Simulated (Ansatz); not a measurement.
Computed with Ansatz on PBE0-D4/def2-TZVP structures; ΔE is electronic, products minus reactants. CCSD(T)/CBS is the MP2 limit (def2-TZVPP, def2-QZVPP) plus CCSD(T) − MP2 in def2-TZVPP, frozen cores. This one scheme is used for every species. DFT in def2-TZVPP. Each species was taken in one conformer, which may not be the lowest.

`F[Si](F)(F)O[Si](Cl)(Cl)Cl` + `C=CS` → `C=CS[Si](F)(F)F` + `O[Si](Cl)(Cl)Cl`  (ligand exchange at the Si–O bond)

CCSD(T)/CBS gives +0.75 eV.

(1) Another level gave +0.70 eV. Which?
A. ωB97M-V/def2-TZVPP
B. HF/def2-TZVPP
C. CCSD(T)/def2-TZVPP
D. PBE0/def2-TZVPP

Largest T1 diagnostic among the species: 0.012.

Answers

(1) A. ωB97M-V 0.70, CCSD(T)/def2-TZVPP 0.78, PBE0 0.66, HF/def2-TZVPP 1.00 eV.

From PBE to PBE0 (25 % exact exchange), in def2-TZVPP and without D4, ΔE moves by +0.08 eV. In def2-TZVPP, CCSD(T) changes the Hartree–Fock value by −0.22 eV (the triples alone add −0.05 eV) and MP2 by −0.26 eV.
